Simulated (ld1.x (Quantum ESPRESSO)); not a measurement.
Cr: excitation energies, all-electron against TM

Cr, norm-conserving Troullier–Martins (Kleinman–Bylander form), made with ld1.x (Quantum ESPRESSO) 7.5 (PBEsol, scalar-relativistic). Core [Ne], reference 3s2 3p6 3d3 4s0 4p0 (charge +3). Waves: 3s (bound): rc 0.80 bohr; 3d (bound): rc 1.85 bohr; 3p (bound): rc 1.35 bohr. Local part: the p channel. Core correction: a·sin(br)/r model core inside 0.55 bohr.

Energies are relative to the spin-unpolarised reference configuration 3s2 3p6 3d3 4s0 4p0; without spin polarisation the order of configurations can differ from experiment. The frozen-core shift is the all-electron ΔE with the core orbitals held at their reference shape minus the fully relaxed ΔE.

| valence configuration | charge | ΔE all-electron (eV) | error AE − PS (meV) | frozen-core shift (meV) |
| --- | --- | --- | --- | --- |
| 3s2 3p6 3d5 4s1 4p0 | 0 | -53.592 | +126 | +3.8 |
| 3s2 3p6 3d5 4s0 4p0 | +1 | -46.719 | +118 | +5.2 |
| 3s2 3p6 3d4 4s0 4p0 | +2 | -30.705 | +68 | +3.1 |
| 3s2 3p6 3d6 4s0 4p0 | 0 | -51.865 | +97 | +5.7 |
| 3s2 3p6 3d4 4s1 4p0 | +1 | -45.583 | +135 | +2.0 |
| 3s1 3p6 3d5 4s1 4p0 | +1 | 26.448 | +104 | +18 |

Task: What are ΔE and the potential's error for 3s2 3p6 3d4 4s1 4p1?

Result: ΔE = -50.056 eV all-electron; the error (AE − PS) is +128 meV.

Levels in the configuration 3s1 3p6 3d5 4s1 4p0:

```
level  all-electron (eV)  pseudo (eV)
   3s            -87.189      -87.377
   3p            -58.555      -58.693
   3d            -14.949      -15.004
   4s            -11.555      -11.602
```
